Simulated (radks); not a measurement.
The numbers below are computed, except where a source is named.
Zr+, configuration [Kr] 4d2 5s1. Code: a radial shooting solver on a logarithmic mesh with Libxc functionals. Model: non-relativistic Kohn-Sham, PBEsol, spin-polarised, spherical densities, point nucleus; open shells are filled with parallel spins first (spin-orbit coupling, left out, can overturn this in heavy ions); relativity is left out, which matters for an element this heavy.

Normalised radial functions P(r) = r R(r), r in bohr:

r         3d down    4p up  4p down
0.001932   0.0000   0.0009   0.0009
0.002976   0.0000   0.0022   0.0022
0.004584   0.0001   0.0050   0.0051
0.007061   0.0004   0.0113   0.0114
0.01088    0.0015   0.0249   0.0252
0.01675    0.0051   0.0524   0.0530
0.0258     0.0165   0.1036   0.1047
0.03975    0.0507   0.1846   0.1866
0.06122    0.1430   0.2776   0.2807
0.09431    0.3568   0.3058   0.3092
0.1453     0.7484   0.1375   0.1389
0.2238     1.2384  -0.2460  -0.2489
0.3447     1.4992  -0.4923  -0.4975
0.5309     1.2170  -0.1216  -0.1217
0.8177     0.5938   0.6468   0.6549
1.26       0.1471   0.9543   0.9588
1.94       0.0138   0.5713   0.5637
2.989      0.0003   0.1514   0.1456
4.603      0.0000   0.0141   0.0131
7.091      0.0000   0.0003   0.0003
10.92      0.0000   0.0000   0.0000

3d down: eigenvalue -184.22 eV, 0 radial nodes, <r> = 0.451 bohr, 90 % of the charge inside 0.725 bohr. 4p up: eigenvalue -39.293 eV, 2 radial nodes at r = 0.173, 0.571 bohr, <r> = 1.38 bohr, 90 % of the charge inside 2.06 bohr. 4p down: eigenvalue -37.994 eV, 2 radial nodes at r = 0.173, 0.570 bohr, <r> = 1.37 bohr, 90 % of the charge inside 2.04 bohr.
